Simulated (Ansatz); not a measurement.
Cu2 (SMILES [Cu][Cu]), singlet, geometry from GFN2-xTB (such geometries of metal compounds can be far from the true shape).

Ansatz (a first-principles code) was given this input:
Ansatz 0.2 input:
```yaml
crystal:
  periodic: [false, false, false]
  atoms:
    - {symbol: Cu, position_ang: [-0.00000000, -0.00000000, -1.11239335]}
    - {symbol: Cu, position_ang: [0.00000000, 0.00000000, 1.11239335]}
basis:
  gaussian:
    orbitals: 6-31G__.json
hamiltonian:
  xc: pbe0
```
The basis file holds 6-31G** in the JSON format of the Basis Set Exchange.

### Question
What does this run give for the number of basis functions, total energy?

### Answer

```yaml
number_of_basis_functions: 72
total_energy: -3279.830036 Ha
```
